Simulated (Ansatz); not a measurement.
Geometry optimisation, RKS PBE-D4/def2-SVP in Ansatz.

input.yaml

```yaml
crystal:
  periodic: [false, false, false]
  atoms:
    - { symbol: W, position_ang: [0.292295, -0.302718, -0.200259] }
    - { symbol: F, position_ang: [-0.141316, 0.038668, 2.795503] }
    - { symbol: F, position_ang: [1.85851, 0.15973, -1.140889] }
    - { symbol: F, position_ang: [0.279046, 1.507491, 0.260805] }
    - { symbol: F, position_ang: [-1.483745, -0.181459, 0.349903] }
    - { symbol: Cl, position_ang: [-0.3087, -2.362716, -1.096242] }
    - { symbol: H, position_ang: [-0.194815, -0.023968, -1.787628] }
    - { symbol: Cl, position_ang: [1.825899, -1.563948, 1.111043] }
    - { symbol: H, position_ang: [0.506027, -0.571779, 3.075563] }
basis:
  gaussian: { orbitals: def2-SVP }
hamiltonian:
  xc: pbe
  dispersion: d4
relax:
  f_tol: 0.03
  max_steps: 50
```

Launched with:

```bash
$ ansatz run input.yaml --threads 4 --pin off --max-ram 5120MiB --backend cpu --events-out ev --progress --plain --runs-dir out
```

Problem. Where does it end, and by what steps?

Solution. The run converged. After 17 steps the energy has fallen by 0.435 eV; F2 moved furthest, 1.03 Å. Joined: W1–F2 (3.05 → 2.39 Å).

| step | energy less start (eV) | largest force component (eV/Å) | accepted |
| --- | --- | --- | --- |
| 0 | 0.0000 | 0.400 | yes |
| 1 | -0.0445 | 0.364 | yes |
| 2 | -0.0786 | 0.504 | yes |
| 3 | -0.0980 | 0.502 | yes |
| 4 | -0.1089 | 0.296 | yes |
| 5 | -0.1157 | 0.052 | yes |
| 6 | -0.1245 | 0.074 | yes |
| 7 | -0.1353 | 0.377 | yes |
| 8 | -0.1519 | 0.322 | yes |
| 9 | -0.2057 | 0.285 | yes |
| 10 | -0.2586 | 0.706 | yes |
| 11 | -0.2983 | 0.787 | yes |
| 12 | -0.3797 | 0.267 | yes |
| 13 | -0.4026 | 0.501 | yes |
| 14 | -0.4165 | 0.560 | yes |
| 15 | -0.4267 | 0.216 | yes |
| 16 | -0.4342 | 0.104 | yes |
| 17 | -0.4353 | 0.024 | yes |

```xyz
9
Properties=species:S:1:pos:R:3
W 0.139 -0.351 -0.039
F 0.555 0.462 2.173
F 1.902 0.272 -0.147
F -0.425 1.438 -0.054
F -1.532 -0.619 0.762
Cl -0.380 -2.132 -1.412
H 0.247 0.097 -1.652
Cl 1.185 -2.076 1.307
H 0.942 -0.392 2.430
```

Whether the end is a true minimum wasn't checked by a vibrational analysis.

Time of the run: 39 s on 4 threads of Arm Neoverse V1 (shared host), peak memory 0.21 GiB.
